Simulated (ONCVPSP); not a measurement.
# Mo (Z = 42), ONCV: configuration errors across variants

```
Element                 : Mo (Z = 42)
Generator               : ONCVPSP 4.0.1
Type                    : optimised norm-conserving Vanderbilt (ONCV)
Functional              : PBE
Relativity              : scalar-relativistic
Frozen core             : [Ar] 3d10
Valence charge          : 14
Reference configuration : 4s2 4p6 4d3 (charge +3)
Partial waves           : 4s: rc 1.65 bohr, ncon 3, nbas 6, qcut 6.1 1/bohr, local; 4p: rc 2.05 bohr, ncon 4, nbas 8, qcut 7.3 1/bohr, 2 projectors, debl 1.6 Ha; 4d: rc 1.70 bohr, ncon 4, nbas 8, qcut 5.6 1/bohr, 2 projectors, debl 3.8 Ha
Local potential         : the s channel
Core correction         : Teter function, fcfact 2.25, rcfact 1.5
```

In the p channel the program set the typed energies aside and used -2.573, 0.050 Ha.

All-electron excitation energies from the reference (eV): (1) 4s2 4p6 4d5 -42.206; (2) 4s2 4p6 4d4 -26.744; (3) 4s2 4p6 4d5 5p1 -45.956.

Errors AE − PS in meV (a dash: test not solved or not reliable):

```csv
change,(1),(2),(3),bound ghosts,GHOST(+) flags above zero
base,+14,+7.4,+14,none,none
d: qcut 3.3,+23,+13,+22,none,none
"all radii but the core radius scaled by about 1.10 (s 1.82, p 2.26, d 1.88 bohr)",+24,+12,+24,none,none
```

Question: Give the same row for: d: rc 1.65, qcut 5.8.

Answer: +12, +6.9, +13; bound ghosts: none; GHOST(+) flags above zero: none.
